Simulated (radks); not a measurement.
The numbers below are computed, except where a source is named.
Problem. Ionisation of the dysprosium ion Dy+, [Xe] 4f10 6s1, to Dy2+, [Xe] 4f10, under several functionals. Dirac Kohn-Sham, spin-unpolarised, spherical densities, point nucleus; open shells are shared between the two j in proportion to 2j + 1; a radial shooting solver on a logarithmic mesh with Libxc functionals. The NIST Atomic Spectra Database gives 11.65 eV (semi-empirical). Rank these functionals by the error of their Delta-SCF ionisation energy: LDA (Slater exchange, Perdew-Zunger correlation); HCTH/407; SOGGA; XLYP; OLYP; PW91; B86b exchange with PBE correlation.

Solution. From best to worst: B86b exchange with PBE correlation 11.662 eV (+0.015); PW91 11.704 eV (+0.057); OLYP 11.542 eV (-0.105); SOGGA 11.465 eV (-0.182); HCTH/407 11.845 eV (+0.198); LDA (Slater exchange, Perdew-Zunger correlation) 11.878 eV (+0.231); XLYP 11.886 eV (+0.239). Spin polarisation and multiplet splitting are left out, so open shells lie too high by an amount that depends on their filling. Sharing an open shell by 2j + 1 raises it above the true ground level by a part of the spin-orbit splitting, which enters the differences from NIST.

Beside tabulated values, note that spin-unpolarised runs miss the spin-polarisation part of the exchange energy of open shells.
